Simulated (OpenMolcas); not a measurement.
**Ionisation energies of selenium**

```json
{"Program": "OpenMolcas", "Basis": "ANO-RCC-VTZP [6s5p3d1f]", "Scalar Hamiltonian": "DKH2, point nucleus", "Spin-orbit coupling": "state interaction with AMFI integrals over the reference wave functions, term energies averaged over their components"}
```

Active shells in each charge state: the valence s, p shells, with orbitals averaged over the low states. Where CASPT2's correlated closed shells are named, they are those of the first ion.

A. CASSCF
B. SS-CASPT2, IPEA 0.25 Eh, imaginary shift 0.1 Eh (closed shells correlated: 3d)
C. SS-CASPT2, IPEA 0 Eh, imaginary shift 0.1 Eh (closed shells correlated: 3d)
D. SS-CASPT2, IPEA 0.25 Eh, imaginary shift 0.1 Eh (closed shells correlated: 3s 3p 3d)
E. SS-CASPT2, IPEA 0.25 Eh, imaginary shift 0.1 Eh (closed shells correlated: none)

Energies in eV between the lowest computed levels, named as in B; reference values from the NIST Atomic Spectra Database with their kind.

```
               From                   To       A       B       C       D       E  Spin-orbit share in B                Reference
   Se2+ 4s2 4p2 3P0  Se3+ 4s2 4p 2P* 1/2  30.653  31.406  31.498  31.393  31.281                 +0.004        31.697 (measured)
Se3+ 4s2 4p 2P* 1/2         Se4+ 4s2 1S0  41.702  42.548  42.636  42.534  42.413                 +0.333        42.947 (measured)
       Se4+ 4s2 1S0       Se5+ 4s 2S 1/2  66.695  66.973  66.974  66.977  66.760                 +0.000  68.300 (semi-empirical)
     Se5+ 4s 2S 1/2        Se6+ 3d10 1S0  80.740  80.977  80.982  80.995  80.740                 +0.000        81.830 (measured)
```

Steps that some method lacks are left out, and so are those with a state whose active s or d shell is doubly occupied in every root (s and p with five to eight electrons, d10) over a frozen core shell of the same l, since the two then mix freely.

Error against the reference values, in %:

```
From       Reference     A     B     C     D     E
Se2+        measured  -3.3  -0.9  -0.6  -1.0  -1.3
Se3+        measured  -2.9  -0.9  -0.7  -1.0  -1.2
Se4+  semi-empirical  -2.3  -1.9  -1.9  -1.9  -2.3
Se5+        measured  -1.3  -1.0  -1.0  -1.0  -1.3
```

Mean absolute error over the 3 measured values: A 1.13 eV, B 0.51 eV, C 0.45 eV, D 0.52 eV, E 0.68 eV. C lies closest.

* marks odd parity.
